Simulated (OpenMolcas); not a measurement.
# Ni2+, Pd2+, Pt2+: d8 down the group

| Property | Result |
| --- | --- |
| Program | OpenMolcas 26.06 |
| Method | CASSCF |
| Basis | ANO-RCC-VTZP |
| Scalar Hamiltonian | DKH2, point nucleus |
| Spin-orbit coupling | state interaction with AMFI integrals over the reference wave functions, term energies averaged over their components |

Active space for each ion: 8 electrons in 6 orbitals (d s).

Computed levels in cm-1 above 3F4:

```csv
Level,Ni2+,Pd2+,Pt2+
3F3,1442,3297,10206
3P2,21952,18033,16091
3P1,22357,17536,19964
3P0,22646,17881,18925
1G4,28202,22041,25532
1S0,68021,51902,57636
weight of 3F in the lowest level (%),100,99,97
```

Mixed levels, with the weight of the term that names them: Pd2+ 3P2 (54 %), Pt2+ 3P2 (50 %), Pt2+ 1G4 (60 %), Pt2+ 1S0 (56 %).

Measured, with the error of the calculation in %. Measured levels: Ni2+ from Corliss and Sugar, J. Phys. Chem. Ref. Data 10, 197 (1981); Pd2+ from Moore, Atomic Energy Levels, vol. III, NSRDS-NBS 35 (1971 reprint of NBS Circular 467, 1958); Pt2+ from NIST levels as listed in McCann et al., Mon. Not. R. Astron. Soc. 538, 537 (2025).

| Level | Ni2+ | Pd2+ | Pt2+ |
| --- | --- | --- | --- |
| 3F3 | 1361 (+6.0) | 3230 (+2.1) | 9752 (+4.7) |
| 3P2 | 16662 (+31.8) |  |  |
| 3P1 | 16978 (+31.7) | 13470 (+30.2) | 16782 (+19.0) |
| 3P0 | 17231 (+31.4) | 13699 (+30.5) | 14939 (+26.7) |
| 1G4 | 23109 (+22.0) | 17880 (+23.3) | 21331 (+19.7) |
| 1S0 | 52532 (+29.5) |  |  |

The fine-structure level 3F3 changes by a factor of 7.08 from Ni2+ to Pt2+.

Without spin-orbit coupling 3P lies 20914, 14241, 10174 cm-1 above 3F in that order; the difference to the level 3P2, of either sign, comes from spin-orbit coupling, which also lowers the zero.

Without dynamic correlation excited terms often stand tens of per cent too high (terms of higher spin than the ground term too low), and those without a measured partner can miss by more than the paired ones. Terms from blocks run as CI alone lack orbitals of their own. Computed and measured levels are paired by configuration, term and J; levels that our copy of the source lacks, or whose pairing is in doubt (as where it misses far off the trend of its configuration), stay unpaired and out of the deviations. Only configurations of the active space appear.
